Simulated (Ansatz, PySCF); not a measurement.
Gas-phase reaction in SMILES: [F][Ge]([F])([F])[I] → F atom + [F][Ge]([F])[I] (the F-Ge bond at the site shown breaks; other sites are not compared here)
Structures are relaxed separately at B3LYP-D3(BJ)/def2-TZVP in Ansatz (a quantum-chemistry and plane-wave program). Frequencies are from Ansatz or PySCF.

Quantity: bond dissociation energy (enthalpy at 298 K, with B3LYP-D3(BJ) rigid-rotor harmonic-oscillator terms), in eV. Valence correlation only, unless marked. Open shells are spin-unrestricted. No spin-orbit coupling. The frozen core is the preceding noble-gas configuration, with the filled d and f shells of earlier blocks. In def2 rows, elements after Kr have scalar-relativistic effective core potentials. STO-3G rows are all-electron and non-relativistic. CBS(X,Y): correlation extrapolated as X^-3; Hartree-Fock from the larger set.

```
level             program  bond dissociation energy (eV)
----------------  -------  -----------------------------
SVWN5/def2-TZVPD   Ansatz                           6.10
```

Question: What does CCSD(T)/CBS(def2-TZVPP,def2-QZVPP) (Ansatz) give?

Answer: 5.57 eV, so SVWN5/def2-TZVPD differs from it by 0.53 eV.
